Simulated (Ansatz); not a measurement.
Ansatz results at the PBE0-D4/def2-TZVP geometry: LUMO energy (PBE0/def2-TZVPP) 0.77 eV; LUMO energy (ωB97M-V/def2-TZVPP) 2.09 eV; size of the dipole moment (ωB97M-V/def2-TZVPP) 0.39 D.

Each molecule was computed in one conformer, which needn't be the lowest.

(1) Which molecule gave them?
A. `C=CCO[SiH3]`
B. `CCOB(O)O`
C. `COC`
D. `C=CO[SiH2]C`

Results:

(1) B. The others give `C=CCO[SiH3]`: -0.16, 1.75, 1.02; `C=CO[SiH2]C`: 0.42, 2.17, 1.04; `COC`: 1.41, 2.89, 1.22.
